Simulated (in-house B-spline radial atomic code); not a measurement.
Values are calculated unless marked as measured or tabulated.
## Weak and strong correlation along the adiabatic connection

Two-electron singlets in several external potentials (atomic units), by full CI in B-splines with partial waves to l = 8 (correlation energies up to 0.6 % small). The repulsion is scaled by λ at fixed density; W(λ) is the mean repulsion less the Hartree energy, W(0) = E_x, and the area under W from 0 to 1 is E_xc.

Relative drop (W(λ) − E_x)/E_x:

```tsv
system	λ = 0.12	λ = 0.25	λ = 0.4	λ = 0.6	λ = 0.8	λ = 1
−Z/r, Z = 0.569, wall at 6.75 bohr	0.0342	0.0649	0.0941	0.1253	0.1502	0.1705
−Z exp(−kr)/r, Z = 2.5, k = 0.556	0.0091	0.0185	0.0289	0.0418	0.0540	0.0653
ω²r²/2 − Z/r, ω = 0.105, Z = 0.3	0.0401	0.0750	0.1074	0.1410	0.1670	0.1878
−Z exp(−kr)/r, Z = 7.98, k = 0.839	0.0024	0.0049	0.0078	0.0116	0.0153	0.0189
−Z/r, Z = 0.924, wall at 3.4 bohr	0.0175	0.0348	0.0528	0.0740	0.0926	0.1090
ω²r²/2 − Z/r, ω = 0.703, Z = 1	0.0131	0.0264	0.0406	0.0578	0.0735	0.0877
ω²r²/2 − Z/r, ω = 0.447, Z = -1	0.0335	0.0645	0.0947	0.1274	0.1536	0.1748
```

Question: Order the systems by how far second-order (GL2) theory, half the initial slope (estimated from the first points of each curve), overshoots the correlation energy, least first.
A. −Z exp(−kr)/r, Z = 7.98, k = 0.839
B. ω²r²/2 − Z/r, ω = 0.447, Z = -1
C. ω²r²/2 − Z/r, ω = 0.105, Z = 0.3
D. −Z/r, Z = 0.569, wall at 6.75 bohr
E. −Z exp(−kr)/r, Z = 2.5, k = 0.556
F. −Z/r, Z = 0.924, wall at 3.4 bohr
G. ω²r²/2 − Z/r, ω = 0.703, Z = 1

Answer: A (GL2/E_c = 1.03), E (GL2/E_c = 1.12), G (GL2/E_c = 1.19), F (GL2/E_c = 1.26), B (GL2/E_c = 1.45), D (GL2/E_c = 1.53), C (GL2/E_c = 1.61).

Question: What else changes along this order?

Answer: The ratio follows the bend of the curve. With it the leading natural occupation goes from 1.999 to 1.876 and −T_c/E_c from 0.97 to 0.63 between the first and the last.
